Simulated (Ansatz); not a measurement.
Mulliken charges of `C1C[SiH2]O1` from ωB97M-V/def2-TZVPP in Ansatz (PBE0-D4/def2-TZVP geometry).

```tsv
atom	x (Å)	y (Å)	z (Å)	charge (e)
C1	-0.816	0.556	-0.534	0.049
C2	-0.350	-0.852	-0.094	-0.392
Si3	1.099	0.113	0.597	0.447
O4	0.256	1.399	-0.046	-0.410
H5	-0.901	0.665	-1.618	0.090
H6	-1.759	0.863	-0.073	0.090
H7	-0.145	-1.532	-0.919	0.115
H8	-1.011	-1.339	0.621	0.115
H9	1.267	0.174	2.075	-0.052
H10	2.443	-0.097	-0.007	-0.052
```

Question: By hand: the dipole of these point charges (1 e Å = 4.8032 D).

Answer: Σ q r = (-0.082, -0.358, 0.002) e Å, of length 0.367 e Å = 1.76 D.

Question: How does the dipole of the full density compare? (Best estimate.)

Answer: Ansatz gave: (-0.128, -0.348, -0.026) e Å, 1.79 D; the point charges give 0.98 times that, at 8° from its direction.

Point charges leave out the atoms' own dipoles, such as those of lone pairs, and Mulliken's split depends on the basis, so the close match here is no proof of good charges.
